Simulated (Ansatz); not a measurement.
Sn(OEt)Me3 (C5H14OSn), relaxed as a singlet with RKS PBE-D4/def2-SVP in Ansatz, starting from the GFN2-xTB geometry. Force threshold 0.02 eV/Å.

In the def2 sets Sn takes a core potential; there is no spin–orbit coupling.

Start:

```xyz
21

C     0.018   -0.117   -2.003
C    -0.284    0.795   -3.183
C    -1.461   -1.664    1.353
C    -0.396    1.813    2.092
C     2.109   -0.801    1.240
O    -0.184    0.604   -0.826
Sn    0.035   -0.067    1.063
H     1.056   -0.472   -2.072
H    -0.637   -0.997   -2.045
H    -0.124    0.266   -4.118
H    -1.316    1.132   -3.128
H     0.364    1.666   -3.143
H    -1.590   -1.867    2.409
H    -1.139   -2.572    0.853
H    -2.407   -1.343    0.933
H    -0.248    1.700    3.160
H    -1.424    2.102    1.900
H     0.263    2.587    1.715
H     2.374   -0.923    2.283
H     2.782   -0.084    0.782
H     2.210   -1.757    0.734
```

Estimate the energy that the relaxation releases and the steps that it takes.

0.18 eV, in 12 steps; 12 s on 4 threads of AMD EPYC 9R45 on a shared host. The force fell under the threshold at step 10, but the optimiser went on. No frequencies were taken in this run, so the end may be a saddle point.

Does the start keep its bonding?

By distances, no bond broke or formed. The bond that changes most is C5–Sn7, from 2.21 to 2.17 Å (atoms count from 1).

Predict the relaxed structure.


Cartesian coordinates in Å:
```
C -0.014 -0.122 -1.964
C -0.248 0.662 -3.250
C -1.440 -1.575 1.281
C -0.383 1.762 2.222
C 2.067 -0.706 1.211
O -0.195 0.738 -0.860
Sn 0.024 0.010 1.025
H 1.018 -0.564 -1.989
H -0.717 -0.996 -1.938
H -0.111 0.020 -4.144
H -1.277 1.075 -3.266
H 0.460 1.513 -3.314
H -1.389 -1.972 2.314
H -1.243 -2.398 0.568
H -2.456 -1.172 1.098
H -0.180 1.559 3.291
H -1.443 2.056 2.102
H 0.263 2.594 1.880
H 2.243 -1.084 2.238
H 2.770 0.124 1.005
H 2.252 -1.525 0.490
```
Bond lengths: 3 × C–Sn 2.16 to 2.17 Å; 1 × C–O 1.41 Å; 1 × O–Sn 2.03 Å; 1 × C–C 1.52 Å; 14 × C–H 1.11 to 1.12 Å.
